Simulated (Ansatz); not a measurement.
Basis-set extrapolation for C$_{5}$H$_{5}$NO (`Oc1ccccn1`) (PBE0-D4/def2-TZVP geometry, frozen core, Ansatz). Multiplicity 1, RHF reference.

|  | def2-TZVPP | def2-QZVPP |
| --- | --- | --- |
| HF | -321.695070 | -321.708800 |
| MP2 correlation | -1.211639 | -1.294743 |
| CCSD(T) correlation | -1.289909 | not run |

Energies in hartree. Use E(X) = E(∞) + A·exp(−7.88·√X) for Hartree–Fock and E(X) = E(∞) + B·X^(−2.97) for correlation, with X = 3 and 4, and add CCSD(T) minus MP2 of the smaller set to the MP2 limit.

Q: What is the CCSD(T) energy at the basis-set limit?

A: HF limit: -321.708800 + (-0.013730) × 0.13774 = -321.71069. MP2 limit: -1.294743 + (-0.083104) × 0.74074 = -1.35630. Higher-order term: -1.289909 − (-1.211639) = -0.07827. Total: -323.14526 hartree, 100.6 kcal/mol below CCSD(T)/def2-TZVPP.
